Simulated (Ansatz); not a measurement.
C4H14N3Sc, SMILES `C[N](C)[Sc]([NH2])[N](C)C`. Charge 0, multiplicity 1. The structure was optimised at the PBE0-D4/def2-TZVP level. It is one conformer, not always the lowest.

```xyz
22

C    -1.433    0.094    2.651
N    -0.933   -0.469    1.422
C    -1.299   -1.853    1.291
Sc    0.115    0.701    0.190
N     0.428    2.612    0.710
N     0.863    0.041   -1.538
C     1.603    0.961   -2.366
C     0.791   -1.264   -2.136
H    -1.151    1.149    2.745
H    -1.037   -0.426    3.539
H    -2.532    0.046    2.715
H    -0.899   -2.468    2.113
H    -0.918   -2.275    0.356
H    -2.392   -1.996    1.291
H     0.939    3.308    0.181
H     0.106    3.071    1.553
H     2.640    0.629   -2.535
H     1.654    1.954   -1.905
H     1.143    1.090   -3.359
H     0.293   -1.243   -3.119
H     0.229   -1.957   -1.503
H     1.789   -1.703   -2.295
```

Task: What is the dipole moment at r2SCAN/def2-TZVPP? (Best estimate.)

Result: Computed: 0.05 D, zero by symmetry or nearly so.

Task: Give the Mulliken charges with r2SCAN, ωB97M-V, B3LYP in def2-TZVPP. (An estimate is asked.)

Result: The calculation gave: 
```csv
atom,r2SCAN,ωB97M-V,B3LYP
C1,-0.03,-0.22,-0.16
N2,-0.26,-0.24,-0.26
C3,-0.04,-0.23,-0.16
Sc4,0.55,0.44,0.54
N5,-0.50,-0.39,-0.45
N6,-0.26,-0.24,-0.26
C7,-0.03,-0.22,-0.16
C8,-0.04,-0.23,-0.16
H9,0.02,0.08,0.07
H10,0.03,0.10,0.07
H11,0.03,0.10,0.07
H12,0.03,0.10,0.07
H13,0.03,0.08,0.07
H14,0.03,0.10,0.07
H15,0.12,0.09,0.11
H16,0.12,0.09,0.11
H17,0.03,0.10,0.07
H18,0.02,0.08,0.07
H19,0.03,0.10,0.07
H20,0.03,0.10,0.07
H21,0.03,0.08,0.07
H22,0.03,0.10,0.07
```

B3LYP here is the variant with VWN-RPA as its local correlation; programs differ in this.
